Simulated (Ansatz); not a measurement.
Z-matrix (Å, degrees):
```
Si
N 1 1.740
O 1 1.642 2 112.8
H 1 1.479 2 109.7 3 115.3
H 1 1.481 2 105.6 3 -122.8
B 2 1.400 1 126.5 3 111.8
H 2 1.012 1 116.7 3 -68.1
H 3 0.958 1 117.8 2 -64.5
H 6 1.198 2 118.8 1 -0.3
H 6 1.198 2 119.9 1 179.9
```

Total charge 0; spin multiplicity 1.

**Question.** List the PBE/def2-TZVPP orbital energies in eV (Ansatz 0.2.0). (An estimate is asked.)

**Answer.** The calculation gave: Occupied: -1780.28, -510.49, -380.63, -176.75, -137.93, -94.69, -94.66, -94.63, -25.25, -21.54, -14.25, -13.06, -12.27, -10.26, -9.49, -9.47, -8.34, -7.78, -7.46, -7.42. Lowest empty: -1.25, -0.43, 0.07, 1.09, 1.27, 1.53, 1.73, 2.17.
